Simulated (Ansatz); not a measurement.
Total energies of C₂H₅AlFGa, SMILES `F/[C]([GaH2])=[CH]/[AlH2]`.

Cartesian coordinates in Å:
```
F 1.317 0.204 2.383
C 0.647 0.090 1.215
Ga -1.070 -0.770 1.049
C 1.115 0.570 0.060
Al -0.025 0.298 -1.541
H -1.382 -0.614 -0.556
H -2.155 -1.499 1.882
H 2.085 1.073 0.084
H 0.366 -0.881 -2.534
H -0.898 1.529 -2.043
```

Charge 0, multiplicity 1. Correlated methods include outer-core shells of Ga, which these sets cover unevenly. Scalar relativity is left out up to krypton. The structure was optimised at the PBE0-D4/def2-TZVP level. Basis def2-TZVPP, Ansatz.

RPA on PBE orbitals: Hartree–Fock energy of these orbitals -2343.19124 Eh, correlation -1.43310 Eh (frozen core).

```
             functional  energy without D4 (Eh)  D4 term (kJ/mol)
                    PBE             -2345.73811             -23.8
                 revPBE             -2346.12027             -64.8
                 r2SCAN             -2346.24473              -5.5
                 B97M-V             -2345.92239                 –
                  B3LYP             -2346.44990             -38.8
                r2SCANh             -2346.22171              -6.0
                r2SCAN0             -2346.18913              -6.7
HSE06 (plane-wave form)             -2345.79271             -19.1
                  BHLYP             -2346.25742             -33.2
              CAM-B3LYP             -2346.42543             -20.8
                ωB97X-V             -2346.09786                 –
                ωB97M-V             -2346.18447                 –
                 B2PLYP             -2345.76173                 –
               PBE-QIDH             -2345.35618                 –
```

Task: Give the same for LDA (SPW92), BLYP, PBE0, LC-ωPBE. (An estimate is asked.)

Result: The calculation gave: 
| functional | energy without D4 (Eh) | D4 term (kJ/mol) |
| --- | --- | --- |
| LDA (SPW92) | -2340.91301 | – |
| BLYP | -2346.39794 | -51.4 |
| PBE0 | -2345.80805 | -20.2 |
| LC-ωPBE | -2345.92547 | – |

B3LYP takes the VWN-RPA correlation (the form of Gaussian; ORCA's B3LYP/G). HSE06 is the plane-wave form, built on full-range PBE exchange. The double hybrids freeze the cores in their second-order part.

LC-ωPBE has ω = 0.4 bohr⁻¹.
